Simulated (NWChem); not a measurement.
Species: C3H5NO2; SMILES O(/C=N/C=O)C

```xyz
11

C     -0.5033    -2.3126     0.1922
O      0.6958    -1.5569    -0.0668
C      0.5637    -0.2427    -0.1661
N     -0.5628     0.3653    -0.0954
C     -0.5082     1.7676    -0.1323
O      0.4172     2.4612     0.2410
H     -0.1849    -3.3543     0.2274
H     -1.2303    -2.1508    -0.6073
H     -0.9444    -2.0072     1.1443
H      1.5275     0.2428    -0.3347
H     -1.4457     2.2044    -0.5188
```
Atoms are numbered in this order, from 1.

Results from NWChem. Pople sets run with spherical d functions. All runs use the structure optimised with B3LYP/6-31G* (spherical d).

For level TPSSh/6-31G*:

```yaml
highest occupied level (eV): -6.43
orbital gap (eV): 4.87
```

Question: What are these values for level B3LYP/6-31G*?

Answer: The highest occupied level (eV) comes out as -7.04. The orbital gap (eV) comes out as 5.77.
